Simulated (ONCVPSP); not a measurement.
Ar (Z = 18), ONCV: configuration errors across variants

ONCVPSP 4.0.1 input, shortened (lines: element, Z, core and valence counts, functional; n l f; lmax; l rc ep ncon nbas qcut; lloc lpopt rc5 dvloc0; l nproj debl; icmod fcfact rcfact), PBE, scalar-relativistic:

```
  Ar 18.00    3    2        4      upf
    1    0    2.00
    2    0    2.00
    2    1    6.00
    3    0    2.00
    3    1    4.00
    1
    0    1.05    0.00    4    7    6.60
    1    1.05    0.00    4    9    7.10
    1    5    1.05    0.00
    0    1    3.50
    1    0    2.40
    3    4.25    1.70
```

All-electron excitation energies from the reference (eV): (1) 3s2 3p6 -44.717; (2) 3s2 3p5 -28.659; (3) 3s2 3p3 42.584; (4) 3s2 3p5.5 -38.170.

Errors AE − PS in meV (a dash: test not solved or not reliable):

| change | (1) | (2) | (3) | (4) | bound ghosts | GHOST(+) flags above zero |
| --- | --- | --- | --- | --- | --- | --- |
| base | +24 | +8.5 | +3.5 | +16 | none | none |
| core correction Teter function, fcfact 4.25, rcfact 1 | +27 | +11 | +13 | +19 | none | none |
| core correction Teter function, fcfact 4.25, rcfact 1.14 | +27 | +11 | +13 | +19 | none | none |
| core correction Teter function, fcfact 4.25, rcfact 1.2 | +28 | +11 | +13 | +20 | none | none |
| core correction Teter function, fcfact 4.25, rcfact 1.38 | +31 | +12 | +13 | +22 | none | none |
| core correction Teter function, fcfact 4.25, rcfact 1.64 | +28 | +10 | +7.2 | +19 | none | none |
| core correction Teter function, fcfact 4.25, rcfact 1.78 | +14 | +5.1 | -3.3 | +9.4 | none | none |
| core correction Teter function, fcfact 4.25, rcfact 1.94 | -21 | -7.0 | -24 | -14 | none | none |
| core correction Teter function, fcfact 4.25, rcfact 2.04 | -57 | -19 | -41 | -37 | none | none |

Give the same row for: core correction Teter function, fcfact 4.25, rcfact 1.48.

+32, +12, +13, +22; bound ghosts: none; GHOST(+) flags above zero: none.
